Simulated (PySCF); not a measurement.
H3O4S, charge +1, singlet, geometry from GFN2-xTB. Base run: PBE/pcseg-1 (PySCF).

The PySCF input:
```python
from pyscf import gto, scf, dft

mol = gto.Mole()
mol.atom = '''
    O    -0.929278   -1.101071    0.470382
    S    -0.306485    0.065772    0.035923
    O    -0.281775    1.309902    0.673807
    O    -0.160403    0.136181   -1.481922
    O     1.515097   -0.435306    0.326346
    H     0.027381    0.993146   -1.882323
    H     2.021185    0.068917    0.994956
    H     1.706061   -1.392054    0.403685
'''
mol.basis = 'pcseg-1'
mol.charge = 1
mol.spin = 0
mol.verbose = 4
mol.build()

mf = dft.RKS(mol)
mf.xc = 'pbe'
mf.kernel()
mf.analyze()
```

The base run was repeated with changes; each row names its change, and settings that it needs were set with it.

```tsv
change	basis functions	E (Eh)	HOMO (eV)	HOMO-LUMO gap (eV)
base	89	-699.94604	-14.42	6.10
basis = jorge-DZP-DKH; relativity = none	99	-699.90873	-14.25	6.06
basis = x2c-TZVPall; relativity = spin-free X2C	179	-701.53688	-14.36	6.18
basis = cc-pVDZ-DK; relativity = spin-free X2C; nucleus = Gaussian (with mol.nucmod = 'G')	89	-701.32651	-14.05	6.06
basis = cc-pVDZ-DK; relativity = spin-free X2C	89	-701.32692	-14.05	6.06
basis = x2c-TZVPall; relativity = spin-free X2C; nucleus = Gaussian (with mol.nucmod = 'G')	179	-701.53649	-14.36	6.18
basis = x2c-TZVPall; relativity = none	179	-700.05063	-14.37	6.22
basis = cc-pVDZ-DK; relativity = none	89	-699.76783	-14.06	6.10
basis = jorge-DZP-DKH; relativity = spin-free X2C; nucleus = Gaussian (with mol.nucmod = 'G')	99	-701.37311	-14.24	6.02
basis = jorge-DZP-DKH; relativity = spin-free X2C	99	-701.37351	-14.24	6.02
```

Absolute energies of different levels of theory aren't comparable as measures of quality.

Basis sets contracted for a relativistic Hamiltonian are a mismatch without it, so the rows without relativity aren't non-relativistic limits. No row has spin-orbit coupling; sets with core potentials leave out the core electrons.
